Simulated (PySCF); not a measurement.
Run record for `CC(=S)C1(Cl)CCC1`: revPBE/def2-SVPD, IEF-PCM cyclohexane, grid level 1, full TDDFT, 25 singlets.

Method: TDDFT revPBE/def2-SVPD, vertical, IEF-PCM cyclohexane (non-equilibrium linear response), core orbitals frozen in the response (PySCF 2.14.0, density-fitted response routines). Geometry: GFN2-xTB. The input is one job of a driver script: a line of settings, then coordinates in Å.

Command:
```bash
OMP_NUM_THREADS=1 python probes_run.py task.json out
```

Input:
```
{"job": {"kind": "uv", "xc": "revPBE", "basis": "def2-SVPD", "solvent": "cyclohexane", "nstates": 25, "ntriplets": 2, "tda": false, "grid": 1}, "charge": 0, "multiplicity": 1}
C      2.395203     0.053143    -0.196877
C      1.211154    -0.071507     0.692515
S      1.294071     0.325644     2.266160
C     -0.083327    -0.483535     0.072480
Cl     0.206145    -1.706700    -1.207268
C     -0.900447     0.738824    -0.415333
C     -1.874901     0.523619     0.750454
C     -1.231528    -0.843569     1.025758
H      2.738811    -0.938869    -0.493486
H      3.203479     0.565771     0.317963
H      2.131459     0.587338    -1.109964
H     -0.357524     1.681973    -0.430455
H     -1.346993     0.561392    -1.390604
H     -2.927981     0.504659     0.483368
H     -1.719481     1.228385     1.563533
H     -0.923863    -1.034607     2.051366
H     -1.821274    -1.679929     0.659941
```

Output:
```
final grid: 65960 points
cycle   1  E = -1091.6990763847  dE =  7.339e-01  |g| = 4.986e-01  |ddm| = 1.029e+01
cycle   2  E = -1091.6125820469  dE =  8.649e-02  |g| = 7.711e-01  |ddm| = 3.095e+00
cycle   3  E = -1091.7591490445  dE = -1.466e-01  |g| = 1.891e-01  |ddm| = 1.740e+00
cycle   4  E = -1091.7678416966  dE = -8.693e-03  |g| = 7.986e-02  |ddm| = 6.526e-01
cycle   5  E = -1091.7696089968  dE = -1.767e-03  |g| = 2.043e-02  |ddm| = 2.511e-01
cycle   6  E = -1091.7697182754  dE = -1.093e-04  |g| = 5.924e-03  |ddm| = 7.235e-02
cycle   7  E = -1091.7697267858  dE = -8.510e-06  |g| = 1.938e-03  |ddm| = 1.985e-02
cycle   8  E = -1091.7697277730  dE = -9.873e-07  |g| = 3.366e-04  |ddm| = 8.440e-03
cycle   9  E = -1091.7697277970  dE = -2.401e-08  |g| = 1.584e-04  |ddm| = 1.156e-03
cycle  10  E = -1091.7697278037  dE = -6.654e-09  |g| = 1.681e-05  |ddm| = 3.719e-04
cycle  11  E = -1091.7697278037  dE = -4.570e-11  |g| = 1.119e-05  |ddm| = 7.842e-05
converged SCF energy = -1091.7697278037

Static polarisability (au): isotropic 121.602, principal 98.640 123.649 142.516

Singlet excitations
state   eV       nm        f      main configurations
  1   2.3821    520.5   0.00016   H->L 1.00
  2   4.0473    306.3   0.01634   H-1->L 0.77, H-3->L 0.16
  3   4.1184    301.0   0.00056   H-2->L 0.94
  4   4.7427    261.4   0.00388   H->L+1 0.95
  5   4.8778    254.2   0.00758   H-5->L 0.55, H-4->L 0.41
  6   4.9205    252.0   0.01046   H-4->L 0.58, H-5->L 0.39
  7   5.2985    234.0   0.13825   H-6->L 0.63, H-3->L 0.22
  8   5.3733    230.7   0.03715   H->L+2 0.94
  9   5.4855    226.0   0.17481   H-3->L 0.44, H-6->L 0.31, H-1->L 0.10
 10   5.8364    212.4   0.02062   H->L+3 0.96
 11   5.9205    209.4   0.02076   H->L+4 0.98
 12   6.0549    204.8   0.00045   H->L+5 0.97
 13   6.0968    203.4   0.00523   H-7->L 0.95
 14   6.4440    192.4   0.03659   H->L+6 0.98
 15   6.5385    189.6   0.00675   H-1->L+1 0.89
 16   6.6306    187.0   0.04373   H-8->L 0.88
 17   6.6659    186.0   0.03433   H->L+7 0.90
 18   6.7158    184.6   0.01642   H->L+8 0.97
 19   6.7836    182.8   0.02149   H-2->L+1 0.92
 20   6.8339    181.4   0.00483   H-9->L 0.92
 21   6.9166    179.3   0.01601   H-3->L+1 0.87
 22   6.9600    178.1   0.00344   H->L+9 0.94
 23   7.0513    175.8   0.05150   H-1->L+2 0.94
 24   7.0894    174.9   0.03057   H->L+10 0.91
 25   7.2422    171.2   0.02447   H-2->L+2 0.99

Triplet excitations (Tamm-Dancoff, eV): 1.9562 3.3209
```

H and L stand for HOMO and LUMO; the number after each pair is its weight.

Task: Which computed singlet has the largest oscillator strength, and what do all of them sum to?

Result: State 9 at 5.49 eV (226 nm), f = 0.175; the 25 states sum to 0.726.

Task: Give the mean polarisability as a volume in Å³, and the ratio of the largest to the smallest principal value.

Result: 121.602 au × 0.148185 = 18.02 Å³; 142.516/98.640 = 1.44.

In short: SCF converged in 11 cycles with 246 basis and 931 fitting functions; HOMO -5.33 eV, LUMO -3.12 eV; lowest singlet 2.38 eV; lowest triplet 1.96 eV (Tamm–Dancoff); mean polarisability 121.6 au.

Geometry: GFN2-xTB, one conformer.

On an Intel Xeon at 2.70 GHz with one thread, shared host, this took 62 s and 1.0 GiB of memory at its peak.

The values belong to the conformer `[CH3:1][C:2](=[S:3])[C:4]1([Cl:5])[CH2:6][CH2:7][CH2:8]1`: C1–C2–C4–Cl5 38°.
